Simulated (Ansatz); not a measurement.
WCl4O, that is [WOCl4]- with one electron fewer. The state is a triplet with charge 0. Geometry PBE-D4/def2-SVPD, that of the charge -1 doublet; atoms count from 1.

```xyz
6

W     0.0076    0.1413   -0.0081
O     0.0895    1.8387   -0.1149
Cl   -2.1338   -0.3378    0.9373
Cl    0.8906   -0.4080    2.1437
Cl    2.0849   -0.6593   -0.8755
Cl   -0.9387   -0.5750   -2.0824
```

In the def2 sets W takes a core potential; there is no spin–orbit coupling. At PBE0-D4/def2-TZVPD a singlet of charge 0 lies 1.75 eV below the triplet at the same geometry.

Estimate the Mulliken populations from the PBE0/def2-TZVPD orbitals of Ansatz.


```json
{"atom": "W1", "charge (e)": "1.57", "spin (α − β)": "0.96", "d electrons": "3.61"}
{"atom": "O2", "charge (e)": "-0.28", "spin (α − β)": "-0.11", "d electrons": "–"}
{"atom": "Cl3", "charge (e)": "-0.32", "spin (α − β)": "0.29", "d electrons": "–"}
{"atom": "Cl4", "charge (e)": "-0.32", "spin (α − β)": "0.29", "d electrons": "–"}
{"atom": "Cl5", "charge (e)": "-0.32", "spin (α − β)": "0.29", "d electrons": "–"}
{"atom": "Cl6", "charge (e)": "-0.32", "spin (α − β)": "0.29", "d electrons": "–"}
```
Mulliken values and Mayer orders depend strongly on the basis. With diffuse functions, as here, like atoms can get unlike values, and bond orders can come out too low or too high.

Where does the spin sit?

Summed by element: W 0.96, O -0.11, Cl 1.15, of 2 unpaired in all. Largest on single atoms: W1 0.96, Cl6 0.29, Cl3 0.29.

And the Mayer bond orders between bonded heavy atoms (over 0.3)?

W1–O2 2.03 (1.70 Å); W1–Cl3 0.69 (2.39 Å); W1–Cl4 0.69 (2.39 Å); W1–Cl5 0.69 (2.39 Å); W1–Cl6 0.69 (2.39 Å).
